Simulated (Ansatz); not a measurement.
`OB[TeH]` + H₂ → `B[TeH]` + H₂O at 700 K and 1 bar (hydrogenolysis of a B–O bond).

Gas-phase electronic energies from Ansatz, PBE0-D4/def2-TZVP geometries. CCSD(T)/CBS is the MP2 limit (def2-TZVPP, def2-QZVPP) plus CCSD(T) − MP2 in def2-TZVPP, frozen cores. This one scheme is used for every species. Elements past krypton have def2 core potentials. For Te outer-core shells are correlated without core-valence functions, which leaves a few kJ/mol of doubt a bond. One conformer a species, not always the lowest.

| species | CCSD(T)/CBS energy (Eh) | H − E (kJ/mol) | S (J/(mol·K)) |
| --- | --- | --- | --- |
| `OB[TeH]` | -369.55161 | 139.3 | 367.4 |
| H₂ | -1.17544 | 46.8 | 155.3 |
| `B[TeH]` | -294.31292 | 110.7 | 324.5 |
| H₂O | -76.37941 | 80.5 | 218.4 |

H − E and S are ideal-gas, rigid-rotor, harmonic terms from PBE0-D4/def2-TZVP, for one conformer and one mirror image of each species. The MP2-based limit puts H₂ 0.8 mEh under its directly extrapolated value; such offsets cancel only in part. 1 Eh = 2625.50 kJ/mol, R = 8.31446 J/(mol·K).

**Question.** By hand: ΔE, ΔH, ΔS and ΔG.

**Answer.** ΔE = (-294.31292) + (-76.37941) − (-369.55161) − (-1.17544) = 0.03472 Eh = 91.2 kJ/mol. Δ(H − E) = 110.7 + 80.5 − 139.3 − 46.8 = 5.1, so ΔH = 96.3 kJ/mol. ΔS = 324.5 + 218.4 − 367.4 − 155.3 = 20.2 J/(mol·K). ΔG = 96.3 − 700 × (20.2)/1000 = 82.2 kJ/mol.

**Question.** By hand: the equilibrium constant, and the temperature at which ΔG would vanish if ΔH and ΔS stayed fixed.

**Answer.** log₁₀ K = −ΔG/(RT ln 10) = -6.1. ΔG = 0 at ΔH/ΔS = 4767 K, far beyond where these terms or the molecules hold.

ΔH outweighs TΔS. A doubt of 5 kJ/mol in ΔE shifts log₁₀ K by 0.4 here. Other conformers and mirror images would add mixing entropy, several J/(mol·K) or more a flexible species. These are equilibria of isolated gas molecules and say nothing of rates. Largest T1 diagnostic: 0.015 (customary marks: 0.02 for closed shells, 0.045 for open ones).
